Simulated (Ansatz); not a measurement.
Born–Oppenheimer molecular dynamics of H$_{3}$ISSi (6 atoms, charge 0, multiplicity 1). It starts from a relaxed structure.

Theory: RKS PBE0/def2-SVP (Ansatz).

* ensemble: NVT, Nosé–Hoover chain
* time step: 0.5 fs
* steps asked: 300
* set temperature: 100 K
* thermostat: time constant 3 fs, chain length 1
* seed: 566042

First frame:

```xyz
6
Properties=species:S:1:pos:R:3
S -1.056 -1.393 -0.108
Si 0.422 0.101 0.266
I -0.494 2.373 0.437
H -1.339 -0.961 -1.358
H 1.447 0.141 -0.814
H 1.020 -0.260 1.577
```

Problem. How far do the bonds stretch over the last three quarters of this one trajectory? (Pairs bonded in most of those frames.)

Solution. 
```tsv
bond	mean (Å)	spread (Å)	shortest	longest
S1–Si2	2.134	0.023	2.09	2.17
S1–H4	1.353	0.029	1.31	1.40
Si2–I3	2.470	0.027	2.42	2.50
Si2–H5	1.490	0.019	1.46	1.52
Si2–H6	1.487	0.011	1.47	1.50
```

Mean temperature of the second half: 100 K. The conserved energy stayed within 0.1 meV per atom of its start (net change 0.031 meV per atom), so the integration is sound. A run of 0.15 ps of so small a system gives no equilibrium averages.

Time of the run: 15 min on 1 thread of Arm Neoverse V2, on a shared host, peak memory 0.16 GiB.
